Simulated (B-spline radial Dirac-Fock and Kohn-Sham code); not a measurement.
**Binding energies of Os¹⁹⁺ at several levels of theory**

System: osmium as Os¹⁹⁺, configuration [Kr] 4d10 4f11.

The density-functional columns are spherical, spin-unpolarised Dirac-Kohn-Sham results without Breit or QED terms: −ε is minus the orbital energy of the initial state and ΔSCF the difference of two total energies. The reference in the last column comes from Dirac-Fock ΔSCF + Breit + QED. All numbers are from an atomic code on a B-spline grid, in eV; a selection of levels is shown. The Kohn-Sham columns are given as differences from the reference. For the 1s level of heavy atoms much of the gap between ΔSCF and the reference is the Breit and QED part, -381.8 eV here; for other levels the error of the functional can be larger.

| level | LDA −ε − DF | LDA ΔSCF − DF | Dirac-Fock |
| --- | --- | --- | --- |
| K (1s) | -217.7 | +370.2 | 74369.4 |
| L1 (2s) | -175.4 | -57.6 | 13471.1 |
| L2 (2p1/2) | -125.8 | +22.9 | 12883.5 |
| L3 (2p3/2) | -141.5 | -13.2 | 11369.2 |
| M1 (3s) | -97.6 | -55.4 | 3547.7 |
| M2 (3p1/2) | -79.5 | -34.8 | 3287.7 |
| M3 (3p3/2) | -78.8 | -37.6 | 2952.9 |
| M4 (3d3/2) | -57.4 | -9.8 | 2523.6 |
| M5 (3d5/2) | -58.8 | -12.4 | 2452.5 |
| N1 (4s) | -52.8 | -29.7 | 1132.7 |
| N2 (4p1/2) | -44.9 | -21.8 | 1022.5 |
| N3 (4p3/2) | -44.6 | -22.6 | 940.6 |
| N4 (4d3/2) | -31.8 | -10.0 | 758.7 |
| N5 (4d5/2) | -31.9 | -10.4 | 743.1 |
| N6,7 (4f) | -18.9 | +2.3 | 511.7 |

Values without a named source are computed, but for edge energies of neutral atoms, which are taken from tables.
